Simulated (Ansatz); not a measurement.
Basis-set extrapolation for C2H8Si2 (`C=C[SiH2][SiH3]`) (PBE0-D4/def2-TZVP geometry, frozen core, Ansatz 0.2.0). Multiplicity 1, RHF reference.

|  | def2-TZVPP | def2-QZVPP |
| --- | --- | --- |
| HF | -658.281174 | -658.302673 |
| MP2 correlation | -0.579347 | -0.618322 |
| CCSD(T) correlation | -0.667853 | not run |

Energies in hartree. Use E(X) = E(∞) + A·exp(−7.88·√X) for Hartree–Fock and E(X) = E(∞) + B·X^(−2.97) for correlation, with X = 3 and 4, and add CCSD(T) minus MP2 of the smaller set to the MP2 limit.

Problem. What is the CCSD(T) energy at the basis-set limit?

Solution. HF limit: -658.302673 + (-0.021499) × 0.13774 = -658.30563. MP2 limit: -0.618322 + (-0.038975) × 0.74074 = -0.64719. Higher-order term: -0.667853 − (-0.579347) = -0.08851. Total: -659.04133 hartree, 242.3 kJ/mol below CCSD(T)/def2-TZVPP.
